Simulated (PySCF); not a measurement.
**Selenium: a sound run and one with changed settings**

Sound run: Se [Ar] 3d10 4s2 4p4, Se⁺ [Ar] 3d10 4s2 4p3. Computed with PySCF 2.14 in def2-TZVP (6s5p4d1f, 48 functions), with no relativity, point nucleus. In the sound run the correlated levels freeze [Ar] 3d10. The sound run starts from symmetry-adapted Hartree-Fock orbitals and uses a fine grid where one is needed.

A second run was set up differently.

```json
{"species": "Se", "method": "MP2", "sound run (hartree)": "-2399.92731", "changed run (hartree)": "-2400.11414", "converged": "yes"}
{"species": "Se⁺", "method": "MP2", "sound run (hartree)": "-2399.58745", "changed run (hartree)": "-2399.77263", "converged": "yes"}
```

Ionisation energy of Se:

| method | sound run (eV) | changed run (eV) |
| --- | --- | --- |
| UHF | 8.587 | 8.587 |
| MP2 | 9.248 | 9.293 |
| SCS-MP2 | 9.313 | 9.340 |

What was changed?
A. basis contracted for another Hamiltonian
B. level shift left on
C. all electrons correlated in a valence basis
D. a valence shell is frozen

C. A valence basis has no tight correlating functions, so it recovers only part of the core correlation, and not evenly between atom and ion.
